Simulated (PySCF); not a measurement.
Start geometry of `[SiH3]c1nc(Cl)n[nH]1` from a GFN2-xTB structure with every atom displaced at random (by about 0.01 Å) (Å):
```
atom  x, y, z in Å
Si1   -1.8742    0.2547   -0.3656
C2    -0.0638    0.0263   -0.0625
N3     0.8743    0.3569   -0.9213
C4     2.0645    0.0097   -0.2916
Cl5    3.5516    0.2161   -0.9779
N6     1.8459   -0.5171    0.9033
N7     0.5283   -0.5033    1.0377
H8    -2.2613   -0.4915   -1.5488
H9    -2.5562   -0.2239    0.8585
H10   -2.1501    1.7042   -0.5330
H11    0.0790   -0.8580    1.8857
```

Task: What comes out of this run: PySCF, PBE0-D3(BJ)/def2-SVP geometry optimisation, gas phase?

Result: 
```
atom  x, y, z in Å
Si1   -1.8651    0.4304   -0.2612
C2    -0.0352    0.0315   -0.0832
N3     0.8815    0.1966   -1.0286
C4     2.0171   -0.2109   -0.4316
Cl5    3.5284   -0.2042   -1.2166
N6     1.8869   -0.6195    0.8178
N7     0.5804   -0.4593    1.0184
H8    -2.4315   -0.3273   -1.4097
H9    -2.5274    0.0092    1.0107
H10   -2.0424    1.8950   -0.4607
H11    0.1746   -0.7017    1.9153
```

The energy falls by 3.2 kcal/mol over 9 energy and gradient evaluations, the largest force component goes from 0.0700 to 4.4e-04 Eh/bohr, and the atoms move by 0.048 Å rms after alignment. The bond that changes most is C4–Cl5 (aromatic C–Cl carbon to aryl chlorine), which lengthens by 0.052 Å. Bonds longer at the end by more than 0.005 Å: 6 of 11; shorter: 2. Among the angles that change most is N3–C4–N6, from 111.5° to 115.5°. Rotational constants go from 5927, 931.3, 812.5 to 5968, 915.7, 801.5 MHz. The orientation of the end geometry is arbitrary; only internal coordinates are fixed.

The run used 126 basis functions and 64 SCF cycles in all. The run took 60 s on one thread, Arm Neoverse V1 (aarch64), on a shared host, and the process peaked at 0.52 GiB of memory.

Whether it is a minimum is left open (no frequencies).
